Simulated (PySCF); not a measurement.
Compound: B₂Cl₂F₂H₂Si.
SMILES: `B(F)([SiH2]B(Cl)Cl)F`

Torsions of this conformer, `[F:1][B:2]([F:3])[SiH2:4][B:5]([Cl:6])[Cl:7]`: F1–B2–Si4–B5 -90°, B2–Si4–B5–Cl6 89°.

The closed-shell ground state was solved at several levels (PySCF, density fitting, gas phase, non-relativistic). Geometry: PBE0-D3(BJ)/def2-SVP, one conformer, isolated molecule.

| level | basis functions | HOMO (eV) | LUMO (eV) | gap (eV) | dipole (D) |
| --- | --- | --- | --- | --- | --- |
| KT3/pcSseg-2 | 301 | -7.34 | -3.33 | 4.01 | 1.00 |
| CAM-B3LYP/def2-SVPD | 180 | -9.84 | -1.44 | 8.40 | 1.19 |

(1) What might PBE0/pcSseg-1 (150 basis functions) give for the same quantities?

(2) Over all these levels, which gives the widest orbital gap and which the narrowest?

(3) How far do the dipole and the HOMO energy spread over the levels?

Answers

(1) HOMO -8.55 eV, LUMO -2.53 eV, gap 6.02 eV, dipole 1.08 D.

(2) CAM-B3LYP/def2-SVPD (range-separated hybrid) has the widest, 8.40 eV, and KT3/pcSseg-2 (GGA) the narrowest, 4.01 eV. Functional and basis both differ between the two, so the spread mixes both effects.

(3) The dipole runs from 1.00 to 1.19 D (mean 1.09 D) and the HOMO from -9.84 to -7.34 eV.
